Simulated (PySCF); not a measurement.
## Radial density of Ir⁷³⁺ (iridium, charge +73)

UHF, [He] 2s2, closed-shell 1S. Computed with PySCF 2.14 in an uncontracted even-tempered set (18 s from 56 bohr⁻², ratio 2.2; 8 p from 84 bohr⁻², ratio 2.4; 5 d from 250 bohr⁻², ratio 2.4; 5 f from 380 bohr⁻², ratio 2.4; 4 g from 570 bohr⁻², ratio 2.4), with the spin-free X2C one-electron Hamiltonian (Gaussian nucleus).

| r (bohr) | 4πr²ρ (e/bohr) |
| --- | --- |
| 0.0135 | 91.24 |
| 0.0227 | 46.70 |
| 0.0381 | 25.05 |
| 0.0641 | 31.00 |
| 0.108 | 9.498 |
| 0.181 | 0.2363 |
| 0.305 | 0.0001606 |

Densities and radii are taken from the X2C orbitals without a picture-change correction, which distorts them close to the nucleus.
